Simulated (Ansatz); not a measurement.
One change: `FCI` becomes `FC(I)[SiH2]Cl`.

Ansatz, PBE0-D4/def2-TZVP geometries, multiplicity 1. Each molecule was computed in one conformer, which needn't be the lowest.

Elements past krypton have def2 core potentials.

```json
{"property": "HOMO–LUMO gap (B3LYP/def2-TZVPP) / eV", "`FCI`": "6.01"}
{"property": "LUMO energy (PBE0/def2-TZVPP) / eV", "`FCI`": "-1.06"}
{"property": "LUMO energy (ωB97M-V/def2-TZVPP) / eV", "`FCI`": "0.90"}
{"property": "HOMO energy (PBE0/def2-TZVPP) / eV", "`FCI`": "-7.58"}
{"property": "HOMO–LUMO gap (PBE0/def2-TZVPP) / eV", "`FCI`": "6.52"}
{"property": "LUMO energy (PBE/def2-TZVPP) / eV", "`FCI`": "-1.97"}
```

**Question.** Give the same properties after the change, and the shifts. (Estimate.)

**Answer.** Computed: 
```
                             property  `FC(I)[SiH2]Cl`  shift
HOMO–LUMO gap (B3LYP/def2-TZVPP) / eV             5.73  -0.28
   LUMO energy (PBE0/def2-TZVPP) / eV            -1.41  -0.35
LUMO energy (ωB97M-V/def2-TZVPP) / eV             0.55  -0.35
   HOMO energy (PBE0/def2-TZVPP) / eV            -7.60  -0.02
 HOMO–LUMO gap (PBE0/def2-TZVPP) / eV             6.20  -0.32
    LUMO energy (PBE/def2-TZVPP) / eV            -2.29  -0.32
```

The zero-point energy changes by 22.5 kJ/mol with +9 modes.

B3LYP here is the variant with VWN-RPA as its local correlation; programs differ in this.

Spin–orbit coupling is left out; it splits and shifts lone-pair levels of the heavy atoms by tenths of an eV.
